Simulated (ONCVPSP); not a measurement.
# Potentials for Ag compared

Generated with ld1.x 7.5 (TM, RRKJ, ultrasoft, PAW), atompaw 4.2 or ONCVPSP 4.0.1. The cutoff is in Ry: for ld1.x and atompaw files where the sum of valence levels is converged to 10 mRy in a Bessel basis, for ONCV files where the hardest occupied wave has 1 mHa per electron of residual kinetic energy. The error is the largest all-electron minus pseudo excitation energy over each file’s own four to seven test configurations (ionisations up to +4, promotions, holes and added fractions of an electron), all of which were solved. The labels leave out finer settings (local radius, basis sizes, second energies), which also bear on the numbers. Spin-polarised tests are not counted. The rows are a selection from randomly drawn settings: files with unsolved tests, undetermined cutoffs or missed reference levels are left out.

| potential | cutoff (Ry) | largest error (meV) | bound ghosts |
| --- | --- | --- | --- |
| ONCV, LDA (Perdew-Zunger), scalar-relativistic, rc 1.70/1.40/1.40 (spd), local d, core correction no, reference 4s2 4p6 4d10 5s1, qcut 8.7/8.6/11.7, projectors 2/3/0 | 74 | -59 | none |
| ONCV, PW91, fully relativistic, rc 1.70/1.65/1.30 (spd), local smoothed, core correction no, reference 4s2 4p6 4d10 5s1, qcut 7.9/9.4/6.5, projectors 2/2/2 | 197 | -50 | none |
| ONCV, PBEsol, scalar-relativistic, rc 1.40/1.35/1.85 (spd), local smoothed, core correction no, reference 4s2 4p6 4d8, qcut 8.1/8/8.1, projectors 1/3/2 | 50 | +588 | none |
| ONCV, PBE, scalar-relativistic, rc 1.20/1.70/1.25 (spd), local smoothed, core correction no, reference 4s2 4p6 4d10 5s0.75, qcut 9.4/9.2/7.1, projectors 2/2/1 | 138 | -2.0 | none |
| ONCV, LDA (Perdew-Wang 92), scalar-relativistic, rc 1.45/1.45/1.75 (spd), local p, core correction yes, reference 4s2 4p6 4d10 5s1, qcut 9.9/10.8/9.7, projectors 2/0/2 | 74 | -74 | none |

(1) Fill in the row for Ag: ONCV, PBE, fully relativistic, rc 1.30/1.10/1.15 (spd), local smoothed, core correction no, reference 4s2 4p6 4d10 5p1, qcut 11.1/8.9/8.4, projectors 2/2/2.

## Answers

(1) cutoff 79 Ry, largest error -17 meV, bound ghosts: none.
